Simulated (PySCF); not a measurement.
# How methods differ on the excitation energy of Nb⁺

Nb⁺ [Kr] 4d4 (5D) → Nb⁺ [Kr] 4d3 5p1 (high-spin determinant), as a difference of total energies. Computed with PySCF 2.14 in aug-cc-pwCVDZ-PP with ECP28MDF (6s6p5d3f, 70 functions), with scalar relativity through the core potential. Correlated levels: valence and next inner shell: nothing frozen outside the core potential. The calculations carry no spin-orbit coupling.

| method | excitation energy (eV) |
| --- | --- |
| UHF | 3.916 |
| MP2 (valence and next inner shell) | 4.344 |
| SCS-MP2 (valence and next inner shell) | 4.174 |
| CCSD (valence and next inner shell) | 4.204 |
| CCSD(T) (valence and next inner shell) | 4.196 |

**Question.** How much does correlation contribute at CCSD(T) (valence and next inner shell)?

**Answer.** 4.196 − (3.916) = 0.280 eV, measured against UHF.

The determinant of the upper state mixes LS terms, which raises its energy above the lowest term, most at the Hartree-Fock and MP2 levels.
